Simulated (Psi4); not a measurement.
Interaction energy of CF4 ··· C3H9Al (SMILES FC(F)(F)F and [CH3][Al]([CH3])[CH3]). Monomers: optimised at B3LYP-D3(BJ) (def2-TZVP and def2-SVP), held rigid. Orientation: lowest of the rigid-body minima from ten starts at GFN2-xTB. Only R, the distance of the centres of mass, is varied, so the lowest point isn't the relaxed dimer.

Method: SAPT0/jun-cc-pVDZ, frozen core in Psi4.

Components in kcal/mol:

```json
[
 {"R / Å": "2.51", "electrostatics": "-15.44", "exchange": "73.01", "induction": "-6.40", "dispersion": "-11.13", "total": "40.03"},
 {"R / Å": "2.67", "electrostatics": "-8.54", "exchange": "46.66", "induction": "-4.10", "dispersion": "-8.60", "total": "25.42"},
 {"R / Å": "2.88", "electrostatics": "-3.42", "exchange": "25.45", "induction": "-2.24", "dispersion": "-6.14", "total": "13.66"},
 {"R / Å": "3.11", "electrostatics": "-0.75", "exchange": "12.81", "induction": "-1.15", "dispersion": "-4.26", "total": "6.66"},
 {"R / Å": "3.33", "electrostatics": "0.32", "exchange": "6.52", "induction": "-0.60", "dispersion": "-3.03", "total": "3.20"},
 {"R / Å": "3.47", "electrostatics": "0.60", "exchange": "4.20", "induction": "-0.40", "dispersion": "-2.45", "total": "1.95"},
 {"R / Å": "3.83", "electrostatics": "0.71", "exchange": "1.31", "induction": "-0.15", "dispersion": "-1.44", "total": "0.44"},
 {"R / Å": "4.09", "electrostatics": "0.60", "exchange": "0.55", "induction": "-0.07", "dispersion": "-1.00", "total": "0.08"},
 {"R / Å": "4.61", "electrostatics": "0.36", "exchange": "0.09", "induction": "-0.02", "dispersion": "-0.51", "total": "-0.08"},
 {"R / Å": "5.33", "electrostatics": "0.16", "exchange": "0.01", "induction": "-0.01", "dispersion": "-0.22", "total": "-0.05"},
 {"R / Å": "6.34", "electrostatics": "0.06", "exchange": "0.00", "induction": "0.00", "dispersion": "-0.08", "total": "-0.02"},
 {"R / Å": "7.59", "electrostatics": "0.02", "exchange": "0.00", "induction": "0.00", "dispersion": "-0.03", "total": "-0.01"}
]
```
